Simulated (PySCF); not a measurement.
Molecule: C$_{2}$H$_{7}$Si, net charge 0, doublet state. It need not be the lowest isomer of its formula. SMILES: C[CH][SiH3]
Geometry: optimised at B3LYP-D3(BJ)/def2-TZVP (Ansatz).

Dispersion corrections to the total energy (kcal/mol) from the dftd3 and dftd4 libraries through PySCF: D3(BJ) without and D4 with the three-body term, each with the damping fitted for the functional named.

```csv
functional,D3(BJ),D4
revPBE,-10.06,___
CAM-B3LYP,___,-3.06
BP86,-6.27,-4.80
PBE,-3.95,-3.64
HSE06,-2.57,___
B3LYP,-6.90,-5.85
B2GP-PLYP,-2.60,-1.52
```

### Question
What belongs in the gaps?

### Answer

- revPBE, D4: -11.96
- CAM-B3LYP, D3(BJ): -3.07
- HSE06, D4: -2.82
